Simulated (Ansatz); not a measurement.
Basis-set extrapolation for `BOB[SiH3]` (PBE0-D4/def2-TZVP geometry, frozen core, Ansatz 0.2.0). Multiplicity 1, RHF reference.

|  | def2-TZVPP | def2-QZVPP |
| --- | --- | --- |
| HF | -416.771041 | -416.786514 |
| MP2 correlation | -0.557398 | -0.598281 |
| CCSD(T) correlation | -0.627793 | not run |

Energies in hartree. Use E(X) = E(∞) + A·exp(−7.88·√X) for Hartree–Fock and E(X) = E(∞) + B·X^(−2.97) for correlation, with X = 3 and 4, and add CCSD(T) minus MP2 of the smaller set to the MP2 limit.

Task: What is the CCSD(T) energy at the basis-set limit?

Result: HF limit: -416.786514 + (-0.015473) × 0.13774 = -416.78865. MP2 limit: -0.598281 + (-0.040883) × 0.74074 = -0.62856. Higher-order term: -0.627793 − (-0.557398) = -0.07040. Total: -417.48761 hartree, 55.7 kcal/mol below CCSD(T)/def2-TZVPP.
